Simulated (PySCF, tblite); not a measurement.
Calculations on `BBS[SiH2]CC=C`, in the order of a workflow; each names the level of the geometry that it ran on. Settings lines and outputs come from a driver script.

Compound: C₃H₁₀B₂SSi.
Bonds: B1–B2, B2–S3, S3–Si4, Si4–C5, C5–C6, C6–C7 (double). Hydrogens: H8, H9 on B1; H10 on B2; H11, H12 on Si4; H13, H14 on C5; H15 on C6; H16, H17 on C7.

Step 1: GFN2-xTB geometry optimisation, gas phase (tblite 0.8.0) (from a force-field or distance-geometry start)
```json
{"job": {"kind": "relax", "xc": "GFN2-xTB", "basis": "xTB"}, "charge": 0, "multiplicity": 1}
```
```
step      E/eV     max force
  0    -514.26504    2.362
  1    -514.44310    1.947
  2    -514.67421    1.121
...
181    -515.42888    0.016
182    -515.42893    0.012
183    -515.42896    0.018
184    -515.42899    0.011
185    -515.42900    0.008
```

Energy lowered by 26.8 kcal/mol over 185 steps; largest atomic force 0.008 eV/Å at the end. «max force» is the largest atomic force in eV/Å.

The run took 4.7 s on an Intel Xeon at 2.50 GHz with one thread, no GPU, shared host with 64 logical CPUs at a one-minute load of 48.

Step 2: GFN2-xTB harmonic vibrations, gas phase (tblite 0.8.0) (on the GFN2-xTB geometry)
```json
{"job": {"kind": "ir", "xc": "GFN2-xTB", "basis": "xTB"}, "charge": 0, "multiplicity": 1}
```
```
(table of modes left out)
```

45 modes from 31 to 3125 cm⁻¹ (unscaled, harmonic); zero-point energy 74.7 kcal/mol; all wavenumbers are real at this level.

Hardware: Intel Xeon at 2.50 GHz, one thread, on a shared host. Cost: 2.0 s wall.

Step 3: TDDFT wB97X-D/def2-SVPD, vertical, gas phase, core orbitals frozen in the response (PySCF 2.14.0, density-fitted response routines) (on the GFN2-xTB geometry)
```json
{"job": {"kind": "uv", "xc": "wB97X-D", "basis": "def2-SVPD", "nstates": 8, "ntriplets": 3}, "charge": 0, "multiplicity": 1}
```
```
...
Static polarisability (au): isotropic 114.683, principal 91.255 100.179 152.616
Singlet excitations
state   eV       nm        f      main configurations
  1   5.0068    247.6   0.00169   H-2->L 0.65, H-3->L 0.17, H->L 0.09
  2   5.3933    229.9   0.00386   H-2->L+1 0.78, H->L+1 0.08
  3   5.3970    229.7   0.00096   H-1->L 0.80
  4   5.9484    208.4   0.19136   H-1->L+1 0.91
  5   6.3637    194.8   0.02379   H-3->L+1 0.67, H->L+1 0.19
  6   6.3772    194.4   0.00258   H-5->L 0.60, H-6->L 0.09, H-1->L 0.08
  7   6.3902    194.0   0.02326   H-3->L 0.51, H-2->L 0.24
  8   6.6345    186.9   0.10972   H->L 0.37, H->L+2 0.32
Triplet excitations (Tamm-Dancoff, eV): 4.3793 4.4710 4.8376
```

HOMO -9.19 eV, LUMO 0.07 eV; lowest singlet 5.01 eV; lowest triplet 4.38 eV (Tamm–Dancoff); mean polarisability 114.7 au.

The run took 2.0 min on one thread, Intel Xeon at 2.50 GHz (x86_64), shared host, and the process peaked at 1.0 GiB of memory.

Geometry of the electronic-property runs (GFN2-xTB):
```
atom  x, y, z in Å
B1    -4.058    1.117    0.774
B2    -2.812    0.346    0.052
S3    -1.211    0.198    0.824
Si4   -0.031   -0.904   -0.621
C5     1.691   -1.123    0.160
C6     2.338    0.196    0.409
C7     3.346    0.679   -0.294
H8    -4.827    0.566    1.467
H9    -4.273    2.259    0.612
H10   -2.898   -0.156   -1.011
H11   -0.679   -2.196   -0.848
H12    0.032   -0.123   -1.854
H13    2.309   -1.726   -0.505
H14    1.591   -1.663    1.104
H15    1.906    0.775    1.214
H16    3.792    0.121   -1.102
H17    3.775    1.645   -0.090
```

 (This holds for the electronic-property runs.)

One conformer stands for the species.

The pairwise dispersion term of wB97X-D wasn't added to the energies; at a given geometry it leaves orbitals and properties as they are.
